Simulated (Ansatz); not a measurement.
Cost and result for the atomization energy of ClH₅N₂Si (`N[SiH](N)Cl`) (9 atoms, 8 bonds).

Z-matrix (Å, degrees):
```
Si
N 1 1.697
Cl 1 2.073 2 116.7
N 1 1.699 2 107.9 3 116.3
H 1 1.481 2 105.8 3 -115.6
H 2 1.007 1 120.2 3 82.6
H 2 1.008 1 120.5 3 -65.1
H 4 1.005 1 121.2 2 -154.5
H 4 1.006 1 120.9 2 52.5
```

The species carries charge 0 and has multiplicity 1. The structure was optimised at the PBE0-D4/def2-TZVP level. It is one conformer, not always the lowest. Program: Ansatz. All runs use 2 threads of a server CPU on a shared host. Times are those of one run each, without the atoms' runs, and a repeat can differ threefold. Electronic energies, without spin–orbit coupling; frozen cores. CCSD(T)/CBS adds CCSD(T) − MP2 in def2-TZVPP to the MP2 limit, and its time is that of the two runs behind it. T1 = 0.009. B3LYP takes the VWN-RPA correlation (the form of Gaussian; ORCA's B3LYP/G). HSE06 is the plane-wave form, built on full-range PBE exchange.

CCSD(T)/CBS is a level of theory with its own doubt, some kJ/mol a heavy atom from the limit and from the frozen cores, so smaller differences don't rank the functionals.

| level | functions | wall time |
| --- | --- | --- |
| LDA (SPW92)/def2-TZVPP | 216 | 2.6 s |
| BLYP-D4/def2-TZVPP | 216 | 2.9 s |
| revPBE-D4/def2-TZVPP | 216 | 3.1 s |
| CCSD(T)/def2-SVP | 89 | 3.3 s |
| HSE06-D4/def2-TZVPP | 216 | 4.3 s |
| BHLYP-D4/def2-TZVPP | 216 | 4.3 s |
| r2SCAN-D4/def2-TZVPP (with forces) | 216 | 7.5 s |
| B3LYP-D4/def2-TZVPP (with forces) | 216 | 7.5 s |
| ωB97X-V/def2-TZVPP | 216 | 12 s |
| ωB97M-V/def2-TZVPP (with forces) | 216 | 17 s |
| MP2/def2-QZVPP | 404 | 30 s |
| CCSD(T)/def2-TZVPP | 216 | 120 s |
| CCSD(T)/CBS(def2) | – | 2.4 min |

Question: What atomization energy does each give, and how far from CCSD(T)/CBS? (An estimate is asked.)

Answer: Computed: 
```csv
level,atomization (kcal/mol),difference from CCSD(T)/CBS,per bond
LDA (SPW92)/def2-TZVPP,840.3,99.7,12.5
BLYP-D4/def2-TZVPP,738.8,-1.8,-0.2
revPBE-D4/def2-TZVPP,729.4,-11.2,-1.4
CCSD(T)/def2-SVP,669.5,-71.1,-8.9
HSE06-D4/def2-TZVPP,734.9,-5.7,-0.7
BHLYP-D4/def2-TZVPP,718.8,-21.8,-2.7
r2SCAN-D4/def2-TZVPP (with forces),734.9,-5.7,-0.7
B3LYP-D4/def2-TZVPP (with forces),739.8,-0.8,-0.1
ωB97X-V/def2-TZVPP,743.8,3.2,0.4
ωB97M-V/def2-TZVPP (with forces),744.1,3.5,0.4
MP2/def2-QZVPP,740.3,-0.3,0.0
CCSD(T)/def2-TZVPP,713.6,-27.0,-3.4
CCSD(T)/CBS(def2),740.6,0.0,0.0
```

From r2SCAN to r2SCAN0 (25 % exact exchange), in def2-TZVPP and without D4, the atomization energy moves by −11.5 kcal/mol: exact exchange takes away binding that semilocal exchange gives to molecules. In def2-TZVPP, CCSD(T) changes the Hartree–Fock value by +200.5 kcal/mol (the triples alone add +10.9 kcal/mol) and MP2 by +211.1 kcal/mol; breaking electron pairs costs correlation energy, which Hartree–Fock lacks. At CCSD(T), def2-SVP lies −71.0 kcal/mol from the extrapolated value and def2-TZVPP −27.0 kcal/mol: correlation converges slowly with the basis, and small sets miss more of it in the bonded molecule than in its fragments.
